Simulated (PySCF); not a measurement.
**Sb: ionisation energy**

Sb [Kr] 4d10 5s2 5p3 (4S) → Sb+ [Kr] 4d10 5s2 5p2 (3P), as a difference of total energies. All numbers are calculated (PySCF 2.14, scalar relativity by spin-free X2C-1e, in aug-cc-pVQZ-DK3 (9s8p6d3f2g, 102 functions)). Correlated levels: valence: [Kr] 4d10 frozen. The calculations carry no spin-orbit coupling.

```
           method  ionisation energy (eV)  error (eV)
              UHF                   8.574      -0.550
              LDA                   9.127      +0.003
              PBE                   8.966      -0.158
             PBE0                   9.041      -0.083
           r2SCAN                   9.162      +0.038
            HSE06                   9.023      -0.101
             PW91                   9.022      -0.102
            TPSSh                   9.008      -0.116
    MP2 (valence)                   9.021      -0.103
SCS-MP2 (valence)                   8.894      -0.230
```

Reference: 9.124 eV (measured; NIST levels, between the centres of gravity of the two terms).

Errors of the correlated levels include the incompleteness of this basis and the frozen core.
